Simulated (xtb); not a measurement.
C7H12O2 (SMILES C=C(C)C(=O)OC(C)C), singlet, geometry from GFN2-xTB. Base run: xtb with GFN0-xTB.

The xtb input:
```
$ xtb mol.xyz --gfn 0 --json

# file mol.xyz
21

C      2.49886392     0.41496650    -0.09857295
C      1.75635094    -0.54116509     0.44818952
C      2.30767317    -1.66965171     1.25949003
C      0.27403095    -0.56287619     0.29342406
O     -0.43535927    -1.41048866     0.78168372
O     -0.18309323     0.44933142    -0.44899844
C     -1.60130035     0.52108135    -0.66381330
C     -1.81606096     1.27894483    -1.96591546
C     -2.26883926     1.21046334     0.52176712
H      2.05916548     1.20921452    -0.67532085
H      3.57006251     0.42803160     0.01644383
H      3.38867609    -1.60073342     1.33850803
H      2.03584880    -2.61958287     0.80227429
H      1.86822066    -1.65670854     2.25547410
H     -1.98086283    -0.50600044    -0.74763162
H     -1.42574453     2.28935404    -1.87467858
H     -2.87692297     1.32634783    -2.19360694
H     -1.30062128     0.77927304    -2.78199954
H     -2.09719264     0.63641320     1.42903669
H     -1.85827709     2.20935727     0.65170196
H     -3.33904245     1.28371330     0.35090193
```

Variants of this job, named by their change:

```csv
change,ΔE vs base (kcal/mol),HOMO-LUMO gap (eV)
base,0.000,3.27
etemp = 3000,-0.052,3.27
acc = 0.0001,0.000,3.27
etemp = 10,0.000,3.27
```
